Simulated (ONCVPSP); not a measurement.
**PBE ONCV dataset for calcium, scalar-relativistic all-electron reference.**

```
Element                 : Ca (Z = 20)
Generator               : ONCVPSP 4.0.1
Type                    : optimised norm-conserving Vanderbilt (ONCV)
Functional              : PBE
Relativity              : scalar-relativistic
Frozen core             : [Ne]
Valence charge          : 10
Reference configuration : 3s2 3p6 4s1 (charge +1)
Partial waves           : 3s+4s: rc 2.05 bohr, ncon 4, nbas 7, qcut 7.5 1/bohr, 2 projectors; 3p: rc 1.65 bohr, ncon 4, nbas 8, qcut 10.4 1/bohr, 2 projectors, debl 0.8 Ha; d scattering state at 0.42 Ha: rc 1.65 bohr, ncon 4, nbas 7, qcut 5.1 1/bohr, 2 projectors, debl 3.2 Ha
Local potential         : polynomial inside 1.50 bohr (lpopt 5, dvloc0 0 Ha)
Core correction         : Teter function, fcfact 5.75, rcfact 1
```

In the p channel the program set the typed energies aside and used -1.282, 0.250 Ha. In the d channel the program set the typed energies aside and used 0.050, 3.250 Ha.

Results:

| Item | Value |
| --- | --- |
| Cutoffs needed | 14 Ha and 23 Ha (the cutoffs (Ha) at which the residual kinetic energy of the hardest occupied pseudo-wave falls to 1 and 0.1 mHa per electron) The cutoffs count occupied waves only; projector 1 of the d channel, the hardest unoccupied one, needs 55 Ha at the loose tolerance. |
| Ghost test | no bound ghost flagged; no localised positive-energy state flagged |
| Largest excitation error | -1.0 meV (all-electron minus pseudo) for 3s2 3p6 4s0, out of 4 test configurations |
| rms error of d²Exc/dni dnj | 1.85 mHa without and 0.73 mHa with the model core |

Generation and tests took about 3.6 s on one core of a shared server CPU.
